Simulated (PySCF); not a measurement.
BBr$_{3}$ (SMILES BrB(Br)Br), singlet, geometry from GFN2-xTB. Base run: BLYP/STO-3G (PySCF).

Geometry (Å):
```xyz
4

B      0.0181    -0.0198    -0.0376
Br    -1.5073    -1.1112    -0.1376
Br     0.0197     1.6667    -0.8645
Br     1.4850    -0.5527     1.0074
```
All else is at PySCF's defaults.
Base energy -7662.29720 Eh.

Variants of this job, named by their change:

| change | ΔE vs base (mEh) | SCF cycles | outcome |
|---|---|---|---|
| base | 0.000 | 7 | converged |
| conv_tol = 1e-4 | 0.000 | 5 | converged |
| diis_space = 12 | 0.000 | 7 | converged |
| DIIS = EDIIS | - | 50 | not converged |
| conv_tol_grad = 1e-3 | 0.000 | 7 | converged |
| level_shift = 0.1 (with mf.max_cycle = 100) | 0.000 | 10 | converged |
| diis = off; damp = 0.6 (with mf.diis_start_cycle = 200; with mf.max_cycle = 150) | 0.000 | 18 | converged |
| init_guess = vsap | 0.000 | 9 | converged |
| level_shift = 0.5 (with mf.max_cycle = 100) | 0.000 | 17 | converged |
| init_guess = mod_huckel | 0.000 | 8 | converged |
| solver = newton | 0.000 | - | converged |
| solver = newton; init_guess = 1e | 0.000 | - | converged |
| diis_space = 20 | 0.000 | 7 | converged |
